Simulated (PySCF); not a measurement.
Isomers of C8H7FO, from PBE0-D3(BJ)/def2-SVP geometry optimisation, gas phase in PySCF. One conformer each, no zero-point energy, no frequencies.

Question: Which is lowest in electronic energy at this level?
A. `[CH3:1][C:2](=[O:3])[c:4]1[cH:5][cH:6][c:7]([F:8])[cH:9][cH:10]1` with C1–C2–C4–C5 180°: A = 3686, B = 774.7, C = 642.8 MHz, dipole 2.35 D
B. `[CH3:1][c:2]1[cH:3][cH:4][cH:5][cH:6][c:7]1[C:8](=[O:9])[F:10]` with C6–C7–C8–O9 1°: A = 2245, B = 1196, C = 784.1 MHz, dipole 3.53 D
C. `[CH3:1][C:2](=[O:3])[c:4]1[cH:5][cH:6][cH:7][cH:8][c:9]1[F:10]` with C1–C2–C4–C5 178°: A = 2237, B = 1203, C = 786.3 MHz, dipole 2.67 D
D. `[CH3:1][C:2](=[O:3])[c:4]1[cH:5][cH:6][cH:7][c:8]([F:9])[cH:10]1` with C1–C2–C4–C5 180°: A = 2539, B = 937.0, C = 687.3 MHz, dipole 1.53 D

Answer: B. That is `FC(c1ccccc1C)=O`, 12.7 kcal/mol below the next.

```tsv
SMILES	mapped SMILES	E (Eh)	relative (kcal/mol)	relative (kJ/mol)	dipole (D)
Cc1ccccc1C(=O)F	[CH3:1][c:2]1[cH:3][cH:4][cH:5][cH:6][c:7]1[C:8](=[O:9])[F:10]	-483.27572	0.0	0.0	3.53
CC(=O)c1ccc(F)cc1	[CH3:1][C:2](=[O:3])[c:4]1[cH:5][cH:6][c:7]([F:8])[cH:9][cH:10]1	-483.25548	12.7	53.1	2.35
CC(=O)c1cccc(F)c1	[CH3:1][C:2](=[O:3])[c:4]1[cH:5][cH:6][cH:7][c:8]([F:9])[cH:10]1	-483.25432	13.4	56.2	1.53
CC(=O)c1ccccc1F	[CH3:1][C:2](=[O:3])[c:4]1[cH:5][cH:6][cH:7][cH:8][c:9]1[F:10]	-483.25386	13.7	57.4	2.67
```
